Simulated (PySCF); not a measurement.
Constitutional and geometric isomers with formula C3H6Si. Isolated molecules, 0 K electronic values unless said otherwise. One relaxed conformer stands for each flexible species; it need not be the lowest. Strings in code marks are SMILES.

The HOMO–LUMO gap from two functionals at the same geometries (B3LYP-D3(BJ)/def2-TZVP), both in PySCF: PBE-D3(BJ)/def2-TZVP and B3LYP-D3(BJ)/def2-TZVP. B3LYP has the VWN-RPA correlation part, as in Gaussian. 

```csv
species,PBE-D3(BJ)/def2-TZVP (eV)
`C1C=C[SiH2]1`,5.40
`C=C=C[SiH3]`,5.22
`C1([SiH2]C1)=C`,4.59
`[SiH3]C1=CC1`,4.66
```

What does B3LYP-D3(BJ)/def2-TZVP give for each?


- `C1C=C[SiH2]1`: 7.09
- `C=C=C[SiH3]`: 6.91
- `C1([SiH2]C1)=C`: 6.35
- `[SiH3]C1=CC1`: 6.37
Over these rows, drawn at random from the members with no instability flagged (it was tested for open shells, ions and some series alone), PBE minus B3LYP-D3(BJ): mean -1.71 eV, from -1.76 eV to -1.69 eV.
